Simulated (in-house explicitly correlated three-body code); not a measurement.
Computed with an exponentially correlated three-body code. Model: two electrons around a point charge, non-relativistic, variational in 260 exponentially correlated functions (energies converged to about 1e-7 hartree, or 1e-8 relative for large Z).

Command:
```bash
python run_hyl.py task.json out
```
Settings (lengths in bohr, energies in hartree):
```
Z                      8
nuclear_mass           100000
interaction_strength   1
functions              260
states_tried           13
```

Time taken, with all properties: 32 s on 1 thread of Intel(R) Xeon(R) Platinum 8375C CPU @ 2.90GHz (Ice Lake), with other jobs on the host.

**Those bound S and P states to n = 4 that converged, binding against the one-electron ion.**

Given: nuclear charge 8; mass of the centre 100000 electron masses.

Computed: one-electron threshold -31.99968 hartree.

```json
{"term": "1 1S", "energy (hartree)": "-59.155994", "binding (eV)": "738.96"}
{"term": "2 3S", "energy (hartree)": "-38.5442612", "binding (eV)": "178.09"}
{"term": "2 3P", "energy (hartree)": "?", "binding (eV)": "?"}
{"term": "2 1S", "energy (hartree)": "-38.2583736", "binding (eV)": "170.31"}
{"term": "2 1P", "energy (hartree)": "-38.0743175", "binding (eV)": "165.3"}
{"term": "3 3S", "energy (hartree)": "?", "binding (eV)": "?"}
{"term": "3 3P", "energy (hartree)": "-34.7631873", "binding (eV)": "75.199"}
{"term": "3 1S", "energy (hartree)": "-34.7624476", "binding (eV)": "75.179"}
{"term": "3 1P", "energy (hartree)": "-34.7090538", "binding (eV)": "73.726"}
{"term": "4 3S", "energy (hartree)": "-33.5787669", "binding (eV)": "42.969"}
{"term": "4 1S", "energy (hartree)": "-33.5481523", "binding (eV)": "42.136"}
{"term": "4 3P", "energy (hartree)": "-33.5481188", "binding (eV)": "42.135"}
{"term": "4 1P", "energy (hartree)": "-33.5258173", "binding (eV)": "41.528"}
```

(1) What belongs in the row 2 3P?

(2) What belongs in the row 3 3S?

**Converged states only, values per electron or pair.**

```
term  mean r (bohr)  mean r squared (bohr²)  mean inverse r (1/bohr)  mean r12 (bohr)  mean inverse r12 (1/bohr)  mean cosine  mean p1 dot p2 (bohr⁻²)  delta r1 (bohr⁻³)  delta r12 (bohr⁻³)
1 1S        0.19677                0.051956                   7.6875          0.29041                     4.6878    -0.016584                  0.95078             149.82              15.872
2 3S        0.49705                 0.40236                   4.9059          0.83763                     1.4065   -0.0055235                  0.07127             89.599                   -
2 3P              ?                       ?                        ?                ?                          ?            ?                        ?                  ?                   -
2 1S        0.51337                 0.43422                   4.8841          0.86129                      1.629   -0.0083419                 0.082682             89.047               2.699
2 1P        0.45414                 0.33505                   4.8702          0.73709                      1.775     0.047425                   3.6953             81.645             0.69993
3 3S         1.0199                  1.9711                   4.3975           1.8653                    0.68421   -0.0018299                 0.020852             83.813                   -
3 3P        0.97248                   1.803                   4.3922           1.7732                    0.74919    -0.017341                 -0.90917             81.305                   -
3 1S         1.0438                  2.0742                   4.3918           1.9109                    0.74329   -0.0026695                 0.025901             83.696              0.7875
3 1P              ?                       ?                        ?                ?                          ?            ?                        ?                  ?                   ?
4 3S         1.7571                  6.2473                   4.2223           3.3338                    0.39928  -0.00079307                0.0087137             82.452                   -
4 1S         1.7888                  6.4895                     4.22           3.3965                    0.42312   -0.0011505                 0.011116              82.41             0.32928
4 3P         1.7178                  6.0071                   4.2201           3.2563                    0.42552   -0.0068552                 -0.35459             81.414                   -
4 1P          1.742                  6.1867                   4.2183           3.3023                    0.44077     0.004554                  0.37556              81.49            0.098726
```

(3) What belongs in the row 2 3P?

(4) What belongs in the row 3 1P?

## Answers

(1) energy (hartree): -38.2690788; binding (eV): 170.6.

(2) energy (hartree): -34.8380611; binding (eV): 77.236.

(3) mean r (bohr): 0.44131; mean r squared (bohr²): 0.31377; mean inverse r (1/bohr): 4.8869; mean r12 (bohr): 0.73838; mean inverse r12 (1/bohr): 1.6529; mean cosine: -0.071255; mean p1 dot p2 (bohr⁻²): -3.8773; delta r1 (bohr⁻³): 80.768.

(4) mean r (bohr): 0.99074; mean r squared (bohr²): 1.8776; mean inverse r (1/bohr): 4.3877; mean r12 (bohr): 1.8037; mean inverse r12 (1/bohr): 0.78554; mean cosine: 0.011562; mean p1 dot p2 (bohr⁻²): 0.93863; delta r1 (bohr⁻³): 81.507; delta r12 (bohr⁻³): 0.22776.
